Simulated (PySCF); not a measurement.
Identify the compound

Molecular formula: C8H9B. Simulated spectra:

1H NMR (400 MHz, computed): δ 8.28 (d, 2H), 8.03 (m, 2H), 7.36 (m, 2H), 7.11 (m, 1H), 6.87 (m, 1H), 6.43 (m, 1H).

13C{1H} NMR (computed): δ 161.0 (CH), 154.5 (CH), 154.3 (CH), 142.8 (CH), 142.3 (CH2).

- PBE0/pcSseg-1 with gauge-including orbitals
- PBE0-D3(BJ)/def2-SVP structure
- program: PySCF 2.14.0 with density-fitted response routines
- no solvent, one computed conformer, one averaged value for each set of equivalent atoms, no relativistic terms

Referencing at the same level of theory: TMS for 1H (σ = 31.27 ppm), 13C (σ = 184.41 ppm).

Question: Which of these isomers gave the spectra?
A. BC1=C[C@@H]2[C@@H]3C=C[C@H]1[C@H]23
B. C#C/C=C/CBC#CC
C. BCC1c2ccccc21
D. C=CC1=CC=CBC=C1
E. C=CB1C=CC=CC=C1

Answer: E. 

1. 5 carbon signals for 8 carbons: some carbons are equivalent by symmetry or fast rotation.
2. Carbon types of the structure: 7 × CH, 1 × CH2, which accounts for all hydrogens.
3. δC 161.0, 154.5, 154.3, 142.8: alkene CH; as expected for a trigonal carbon in a double bond.
4. δC 142.3: terminal =CH2 carbon; as expected for a trigonal carbon in a double bond.
5. δH 8.28, 8.03, 7.36, 7.11: hydrogen on an alkene CH.
6. δH 6.87, 6.43: hydrogen on a terminal =CH2 carbon; a vinylic proton, deshielded by the sp2 carbon and the C=C anisotropy.

The others: C#C/C=C/CBC#CC would give 8 carbon signals, not 5; BC1=C[C@@H]2[C@@H]3C=C[C@H]1[C@H]23 would give 8 carbon signals, not 5; BCC1c2ccccc21 would give 5 signals for carbon-bound and other non-exchanging H, not 6; C=CC1=CC=CBC=C1 would give 8 carbon signals, not 5.

A carbon bonded to boron is broadened by the quadrupolar boron nucleus and is often missing from a measured spectrum. Shifts are as computed. Against solution values, carbons near 30 ppm lie about +2 ppm off and those near 130 ppm about +5 ppm. Of 1309 compounds with measured shifts, 239 miss one by over three times the rms of a fit or turn the order of signals round; such compounds aren't used in these exercises. Multiplicities follow the n + 1 count of equivalent neighbours, as no J values were calculated; m marks all less simple cases, F and P coupling included.
